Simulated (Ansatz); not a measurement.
Reaction (ligand exchange at the Si–N bond): `C[N]([SiH3])[AlH][F]` + `[NH2][AlH2]` → `[AlH2][NH][SiH3]` + `C[NH][AlH][F]`

Calculated with Ansatz (gas phase, PBE0-D4/def2-TZVP geometries, no zero-point term in ΔE). CCSD(T)/CBS adds triple-zeta CCSD(T) − MP2 to the extrapolated MP2 energy (def2 sets, frozen cores). This one scheme is used for every species. DFT in def2-TZVPP. B3LYP here is the variant with VWN-RPA as its local correlation; programs differ in this. Each species was taken in one conformer, which may not be the lowest.

```csv
level,ΔE (kcal/mol),difference from CCSD(T)/CBS
PBE-D4,-0.5,0.1
r2SCAN-D4,-0.6,0.0
PBE0-D4,-0.7,-0.1
B3LYP-D4,-0.7,-0.1
ωB97X-V,-0.7,-0.1
ωB97M-V,-0.5,0.1
B2PLYP,-1.2,-0.6
PBE,-1.1,-0.5
r2SCAN,-0.8,-0.2
PBE0,-1.3,-0.7
B3LYP,-1.8,-1.2
HF/def2-TZVPP,-2.7,-2.1
MP2/def2-TZVPP,-0.4,0.2
SCS-MP2/def2-TZVPP,-0.8,-0.2
CCSD/def2-TZVPP,-1.0,-0.4
CCSD(T)/def2-TZVPP,-0.7,-0.1
HF/def2-QZVPP,-2.7,-2.1
MP2/def2-QZVPP,-0.4,0.2
SCS-MP2/def2-QZVPP,-0.8,-0.2
HF/CBS(def2),-2.7,-2.1
MP2/CBS(def2),-0.3,0.3
CCSD/CBS(def2),-1.0,-0.4
CCSD(T)/CBS,-0.6,0
```

Largest T1 diagnostic among the species: 0.012.

The D4 term adds +1.1 kcal/mol with B3LYP and +0.6 kcal/mol with PBE0; it sums over pairs of atoms, weighted by their polarisabilities, and B3LYP, whose exchange is more repulsive, gets the larger term. In def2-TZVPP, CCSD(T) changes the Hartree–Fock value by +2.0 kcal/mol (the triples alone add +0.4 kcal/mol) and MP2 by +2.3 kcal/mol.
